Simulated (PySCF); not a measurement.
C2H4O3. Atoms are numbered in the order given.

```xyz
9

C      0.0356    -1.8316     0.0000
O      0.7036    -0.5716     0.0000
C     -0.0902     0.4980     0.0000
O     -1.2957     0.4865     0.0000
O      0.6719     1.6001     0.0000
H      0.8252    -2.5926     0.0000
H     -0.5977    -1.9389    -0.8936
H     -0.5977    -1.9389     0.8936
H      0.0602     2.3522     0.0000
```
Charge 0, spin multiplicity 1.

Coordinates come from a B3LYP-D3(BJ)/def2-SVP optimisation. One conformer was computed; it need not be the lowest.

Computed with CAM-B3LYP/def2-TZVP in PySCF.

ESP charges are fitted to the potential on shells at 1.4 to 2.0 van der Waals radii. Atomic charges (e):

```csv
atom,Löwdin,meta-Löwdin,Mulliken,ESP fit
C1,-0.31,-0.11,-0.19,-0.24
O2,___,-0.34,-0.25,-0.26
C3,-0.67,0.68,0.39,0.87
O4,0.07,-0.51,-0.34,-0.60
O5,0.10,-0.46,-0.37,-0.63
H6,___,0.13,0.14,0.14
H7,___,0.12,0.14,0.14
H8,___,0.12,0.14,0.14
H9,___,0.37,0.34,0.45
```

### Question
Some entries are withheld; supply them. (Estimate from the structure and the level; the computed values follow.)

### Answer

- O2, Löwdin: 0.25
- H6, Löwdin: 0.12
- H7, Löwdin: 0.12
- H8, Löwdin: 0.12
- H9, Löwdin: 0.21

### Question
Give the Mayer and Wiberg (Löwdin basis) orders of the bonds. (The exact figures need the calculation; the answer reports its results.)

### Answer

| bond | Mayer | Wiberg |
|---|---|---|
| C1–O2 | 0.89 | 1.40 |
| O2–C3 | 1.22 | 1.70 |
| C3–O4 | 2.03 | 2.67 |
| C3–O5 | 1.23 | 1.79 |
| C1–H6 | 0.97 | 0.94 |
| C1–H7 | 0.97 | 0.93 |
| C1–H8 | 0.97 | 0.93 |
| O5–H9 | 0.86 | 0.97 |
